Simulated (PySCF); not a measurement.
From one molecule to another.

First species: C6H13NO2Si.
InChI=1S/C6H13NO2Si/c1-4-5-9-10(3,6-7)8-2/h4-5H2,1-3H3/t10-/m0/s1

Second species: C3H10F3PSi3.
Structure used (GFN2-xTB), in Å, numbered top down from 1:
```xyz
20
C3H10F3PSi3 angstrom
C      3.4343    0.0331   -0.0814
C      2.7454   -0.5388    0.8930
Si     0.8934   -0.8776    0.8282
P      0.1634   -0.0543   -1.1465
Si    -0.0614    2.1364   -0.7228
Si    -1.9310   -0.7327   -1.2288
C     -2.7673   -0.7287    0.5303
F     -2.5585    0.4228    1.2077
F     -4.1012   -0.8961    0.4936
F     -2.2903   -1.7109    1.3251
H      2.9471    0.3477   -0.9936
H      4.4976    0.2111   -0.0244
H      3.2659   -0.8493    1.7907
H      0.2329   -0.2362    1.9708
H      0.6135   -2.3163    0.8099
H     -0.8817    2.6755   -1.8079
H      1.2962    2.6776   -0.7757
H     -0.6688    2.4302    0.5736
H     -2.0418   -2.1316   -1.6333
H     -2.7927    0.1488   -2.0117
```

Levels: PBE0/pcSseg-1 for dipole moment, HOMO energy, LUMO energy and HOMO–LUMO gap; GFN2-xTB for rotational constant A and rotational constant C. Geometries: GFN2-xTB. All species are isolated and taken at one optimised geometry, non-relativistic unless stated. Electronic properties by PySCF.

Dipoles, sizes and rotational constants follow the conformer. The torsions of the flexible species, by atom-mapped SMILES:
- `[CH3:1][CH2:2][CH2:3][O:4][Si@@:5]([CH3:6])([C:7]#[N:8])[O:9][CH3:10]`: C1–C2–C3–O4 -68°, C2–C3–O4–Si5 159°, C3–O4–Si5–C6 -55°, O4–Si5–O9–C10 -176°
- `[CH2:1]=[CH:2][SiH2:3][P:4]([SiH3:5])[SiH2:6][C:7]([F:8])([F:9])[F:10]`: C1–C2–Si3–P4 -2°, C2–Si3–P4–Si5 -81°, Si3–P4–Si6–C7 36°, P4–Si6–C7–F8 48°

Values for the first species:

- Dipole moment: 3.45 D
- HOMO energy: -8.49 eV
- LUMO energy: -0.34 eV
- HOMO–LUMO gap: 8.15 eV
- Rotational constant A: 1.534 GHz
- Rotational constant C: 0.576 GHz

Question: Estimate the same properties for the second species, and the change in each.

Answer: 
```csv
property,first,second,second less first
dipole moment,3.45 D,2.03 D,-1.42 D
HOMO energy,-8.49 eV,-7.38 eV,+1.11 eV
LUMO energy,-0.34 eV,-0.66 eV,-0.32 eV
HOMO–LUMO gap,8.15 eV,6.72 eV,-1.43 eV
rotational constant A,1.534 GHz,1.094 GHz,-0.440 GHz
rotational constant C,0.576 GHz,0.391 GHz,-0.185 GHz
```

On the first: The dipole matches unit charges of opposite sign 0.72 Å apart (1 e·Å = 4.8032 D).

On the second: The dipole equals about 6.8 × 10⁻³⁰ C·m (1 D = 3.33564 × 10⁻³⁰ C·m).
